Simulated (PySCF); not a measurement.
Br5Nb, charge +1, multiplicity 2. Atoms are numbered in the order given.

```xyz
6

Nb     0.0000     0.0000    -0.1828
Br     0.0000     0.0000     2.3952
Br     0.0000     1.9209    -1.5699
Br     2.4030     0.0000     0.4793
Br    -2.4030     0.0000     0.4793
Br     0.0000    -1.9209    -1.5699
```
Charge +1, spin multiplicity 2.

Geometry optimised at B3LYP-D3(BJ)/def2-SVP. The spin state was assumed, not searched. The def2 effective core potentials stand for the cores of Nb; spin–orbit coupling is left out.

Computed with B3LYP/def2-TZVP in PySCF.

ESP charges are fitted to the potential on shells at 1.4 to 2.0 van der Waals radii. Atomic charges (e):

| atom | Löwdin | ESP fit | Mulliken spin |
|---|---|---|---|
| Nb1 | -0.78 | -0.29 | -0.03 |
| Br2 | 0.40 | 0.29 | 0.62 |
| Br3 | 0.40 | 0.30 | 0.02 |
| Br4 | 0.30 | 0.20 | 0.19 |
| Br5 | 0.30 | 0.20 | 0.19 |
| Br6 | 0.40 | 0.30 | 0.02 |
